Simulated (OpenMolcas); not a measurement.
## Co³⁺: effect of the basis set

```
Program             : OpenMolcas
Method              : MS-CASPT2, IPEA 0.25 Eh, imaginary shift 0.1 Eh (closed shells correlated: 3s 3p)
Active space        : 6 electrons in 5 orbitals (3d)
State averaging     : 2S+1 = 5 even, 5 roots; 2S+1 = 3 even, 45 roots; 2S+1 = 1 even, 50 roots
Spin-orbit coupling : RASSI with atomic mean-field integrals over the reference wave functions, term energies averaged over their components
```

A. ANO-RCC-VDZP [5s4p2d1f], DKH2, point nucleus; CASPT2 step about 12 core-seconds
B. ANO-L-VTZP [6s5p3d2f1g], non-relativistic, point nucleus; CASPT2 step of the order of 13 core-seconds
C. ANO-RCC-VTZP [6s5p3d2f1g], DKH2, point nucleus; CASPT2 step roughly 21 core-seconds
D. ANO-R2 [7s5p4d2f1g], X2C, finite nucleus; CASPT2 step about 16 core-seconds
E. ANO-RCC-VQZP [7s6p4d3f2g1h], DKH2, point nucleus; CASPT2 step of the order of 50 core-seconds
F. ANO-R3 [8s5p5d3f2g1h], X2C, finite nucleus; CASPT2 step of the order of 50 core-seconds

Energies in cm⁻¹ above 3d⁶ ⁵D₄, the measured ground level; measured values from Sugar and Corliss, J. Phys. Chem. Ref. Data 10, 1097 (1981).

| Level | A | B | C | D | E | F | Measured |
| --- | --- | --- | --- | --- | --- | --- | --- |
| 3d⁶ ⁵D₄ | 0.0 | 0.0 | 0.0 | 0.0 | 0.0 | 0.0 | 0.0 |
| 3d⁶ ⁵D₃ | 657 | 648 | 657 | 620 | 618 | 626 | 639 |
| 3d⁶ ⁵D₂ | 1111 | 1095 | 1111 | 1049 | 1047 | 1060 | 1078 |
| 3d⁶ ⁵D₁ | 1401 | 1382 | 1401 | 1324 | 1322 | 1337 |  |
| 3d⁶ ⁵D₀ | 1542 | 1522 | 1543 | 1459 | 1456 | 1473 | 1494 |
| 3d⁶ ³P₂(1) | 22970 | 22880 | 22930 | 22870 | 22890 | 22560 | 22883 |
| 3d⁶ ³H₆ | 24800 | 24140 | 23970 | 24120 | 23970 | 23680 | 23680 |
| 3d⁶ ³P₁(1) | 24890 | 24760 | 24830 | 24680 | 24690 | 24380 | 24729 |
| 3d⁶ ³H₅ | 25110 | 24440 | 24280 | 24410 | 24270 | 23980 | 24032 |
| 3d⁶ ³H₄ | 25310 | 24650 | 24480 | 24610 | 24470 | 24180 | 24272 |
| 3d⁶ ³P₀(1) | 25660 | 25520 | 25600 | 25420 | 25430 | 25130 | 25449 |
| 3d⁶ ³F₄(1) | 26160 | 25690 | 25630 | 25640 | 25630 | 25280 | 25396 |
| 3d⁶ ³F₃(1) | 26480 | 26010 | 25960 | 25950 | 25950 | 25590 | 25736 |
| 3d⁶ ³F₂(1) | 26720 | 26250 | 26200 | 26180 | 26170 | 25830 | 25969 |
| 3d⁶ ³G₅ | 30480 | 29550 | 29380 | 29460 | 29380 | 29040 | 29022 |
| 3d⁶ ³G₄ | 31040 | 30110 | 29960 | 30000 | 29920 | 29590 | 29592 |
| 3d⁶ ³G₃ | 31300 | 30360 | 30210 | 30250 | 30160 | 29840 | 29868 |
| 3d⁶ ¹I₆ | 37680 | 36740 | 36510 | 36680 | 36490 | 36030 | 35943 |
| 3d⁶ ³D₂ | 38150 | 36910 | 36730 | 36750 | 36860 | 36390 | 36348 |
| 3d⁶ ³D₁ | 38160 | 36910 | 36720 | 36750 | 36850 | 36390 | 36382 |
| 3d⁶ ¹G₄(1) | 38280 | 37690 | 37570 | 37580 | 37430 | 37000 | 36683 |
| 3d⁶ ³D₃ | 38370 | 37120 | 36930 | 36950 | 37050 | 36590 | 36554 |
| 3d⁶ ¹S₀(1) | 42650 | 42060 | 42000 | 41900 | 41990 | 41420 | 41442 |
| 3d⁶ ¹D₂(1) | 44220 | 43530 | 43490 | 43400 | 43440 | 42920 | 42342 |

Deviations, from unrounded energies. A percentage is the sum of absolute deviations over the sum of measured energies, with the sign that they share, or ± where signs differ.

| Against measurement | Levels | A | B | C | D | E | F |
| --- | --- | --- | --- | --- | --- | --- | --- |
| mean absolute deviation (cm-1) | 22 | 1000 | 410 | 330 | 340 | 320 | 120 |
| fine structure of the ground term (%) | 3 | +3.1 | +1.7 | +3.1 | -2.6 | -2.8 | -1.6 |
| other terms of the ground configuration (%) | 19 | +3.8 | ±1.6 | +1.2 | ±1.3 | ±1.2 | ±0.5 |

F lies closest to measurement on these levels and A furthest from it. The largest miss of F in the table is 3d⁶ ¹D₂(1), by +580 cm-1. The ranking rests on the paired levels alone, and a cruder setting can come out closer through cancelling errors.

The two smallest mean deviations differ by little beside CASPT2's spread within terms, so their order carries little weight.

Among A to F the level of the table that moves most is 3d⁶ ³D₃, by 1800 cm-1 (lowest in F, highest in A). Moves below CASPT2's spread within the term are not significant.

CASPT2 breaks the degeneracy within a term, and the mean is taken; among the terms shown or strongly mixed into the levels shown the widest spread is 1300 cm-1 (3d⁶ ¹I, C). The CASPT2 spread within a term exceeds the gap to the next term for 3d⁶ ¹I and 3d⁶ ¹G(1), 3d⁶ ¹G(1) and 3d⁶ ³D, so the order of their levels is uncertain (figures for A; the like holds for B, C, D, E, F). The basis is small and was not contracted for so high a charge (holds for A). Measured partners are found by configuration, term and J. A level has none where our copy of the source lacks it or the pairing is in doubt (some pairs that miss far off the trend of their configuration count as doubtful), and it then counts in no deviation. Only configurations of the active space appear. The table leaves out levels that lie high or whose names do not pair safely across all columns.

A number in round brackets counts repeated terms of one configuration in the order of the reference energies.
